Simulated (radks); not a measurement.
Task: The table gives one normalised radial function P(r) = r R(r) of Cd4+ in [Kr] 4d8 (r in bohr). Method: non-relativistic Kohn-Sham, LDA (Slater exchange, Perdew-Wang correlation), spin-polarised, spherical densities, point nucleus; open shells are filled with parallel spins first (spin-orbit coupling, left out, can overturn this in heavy ions); relativity is left out, which matters for an element this heavy; computed with a radial shooting solver on a logarithmic mesh with Libxc functionals.

r,P
0.004378,0.0002
0.005016,0.0004
0.005701,0.0005
0.006479,0.0008
0.007423,0.0011
0.008437,0.0016
0.009589,0.0023
0.01099,0.0034
0.01249,0.0049
0.01419,0.0070
0.01626,0.0102
0.01848,0.0145
0.021,0.0205
0.02406,0.0294
0.02735,0.0410
0.03108,0.0570
0.03561,0.0801
0.04047,0.1094
0.046,0.1481
0.0527,0.2021
0.0599,0.2676
0.06808,0.3499
0.07737,0.4512
0.08864,0.5809
0.1007,0.7240
0.1145,0.8850
0.1312,1.0704
0.1491,1.2498
0.1695,1.4222
0.1942,1.5818
0.2207,1.6938
0.2508,1.7536
0.2873,1.7479
0.3266,1.6724
0.3712,1.5322
0.4252,1.3252
0.4833,1.0953
0.5493,0.8545
0.6293,0.6120
0.7153,0.4157
0.8129,0.2611
0.9314,0.1448
1.059,0.0754
1.203,0.0353
1.367,0.0147
1.567,0.0050
1.78,0.0016
2.024,0.0004
2.318,0.0001
2.635,0.0000
2.995,0.0000
3.431,0.0000
3.9,0.0000

Which n and l does it have? It may be an empty orbital.

Result: n = 3, l = 2: the number of nodes gives n - l - 1 = 0, the rise at small r (about r^(l+1)) gives l, and the extent must fit the shell. The curve is that of 3d down; the table hardly tells the two spins apart. 3d down: eigenvalue -454.34 eV, 0 radial nodes, <r> = 0.335 bohr, 90 % of the charge inside 0.528 bohr.
